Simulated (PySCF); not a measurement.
# Reading the logs of faulty runs: GeH8OSi2

Calculated results; nothing here was measured. They come from PySCF 2.14.0, an open-source quantum chemistry program, on an isolated molecule that a program drew, which may never have been made. The molecule is GeH8OSi2 (charge 0, singlet), drawn as the SMILES string `[OH][GeH]([SiH3])[SiH3]`.

Each row is a Hartree-Fock (HF) and frozen-core CCSD(T) single point in the cc-pV(D+d)Z basis, meant for a local HF minimum. Run 1 is clean. Each other run has one planted mistake out of seven kinds, and not every kind appears here: one electron removed, one electron added, multiplicity raised by two, geometry at a saddle point, minimal basis STO-3G, one bond length entered in bohr, all coordinates scaled. The reference is restricted for singlets and unrestricted otherwise, and also for a bond in bohr. Adding or removing an electron swaps singlet and doublet. Electrons count all cores. HOMO and LUMO are orbital energies over both spins, the gradient is its largest component, and the lowest frequency (negative if imaginary) is given only where the gradient is small. Bond lengths are over the 11 bonds as drawn. T1 is the CCSD diagnostic: over 0.02 (restricted) or 0.045 (unrestricted) a single reference is doubtful. Germanium has the cc-pVDZ-PP basis, with a core potential (ECP10MDF) in place of its 10 inner electrons, and its 3s, 3p and 3d shells are frozen in CCSD(T).

Geometry of the clean run:
```xyz
12
GeH8OSi2, angstrom
O    -0.8660    1.6726   -1.9219
Ge    0.0434    0.4286   -0.9917
Si   -1.1314    0.2885    1.0999
Si    2.3597    1.0859   -0.8370
H    -0.6071    1.7626   -2.8277
H    -0.0460   -0.9071   -1.7562
H    -2.5382   -0.1082    0.8673
H    -0.4743   -0.7280    1.9569
H    -1.0896    1.5975    1.7900
H     2.4905    2.3422   -0.0630
H     2.9159    1.2977   -2.1957
H     3.1376    0.0195   -0.1613
```

| run | electrons | basis functions | <S^2> | HOMO (eV) | LUMO (eV) | gradient (hartree/bohr) | lowest frequency (cm^-1) | mean bond (Å) | longest bond (Å) | T1 | HF (hartree) | CCSD(T) (hartree) | mistake |
|---|---|---|---|---|---|---|---|---|---|---|---|---|---|
| 1 | 76 | 123 | 0.000 | -10.04 | 2.74 | 4.5e-05 | 87 | 1.6359 | 2.413 | 0.0135 | -950.78848 | -951.36125 | no fault |
| 2 | 76 | 123 | 2.023 | -3.98 | -2.29 | 2.8e-02 | - | 1.6359 | 2.413 | 0.0341 | -950.57848 | -951.16096 | multiplicity raised by two |
| 3 | 76 | 123 | 0.827 | -8.90 | 0.84 | 9.9e-03 | - | 1.7559 | 2.803 | 0.0408 | -950.67977 | -951.24229 | one bond length entered in bohr |
| 4 | 75 | 123 | 0.781 | -16.11 | -7.96 | 6.6e-02 | - | 1.6359 | 2.413 | 0.0347 | -950.45806 | -951.02001 | ? |

**Which mistake was planted in run 4, and what did it cost?**

It counts 75 electrons, one fewer than the clean run, at the same geometry and basis. So the mistake is: one electron removed. Subtracting run 1 and multiplying by 627.51 kcal/mol a hartree, the energy moved by 207.3 kcal/mol in HF and 214.1 kcal/mol in CCSD(T).

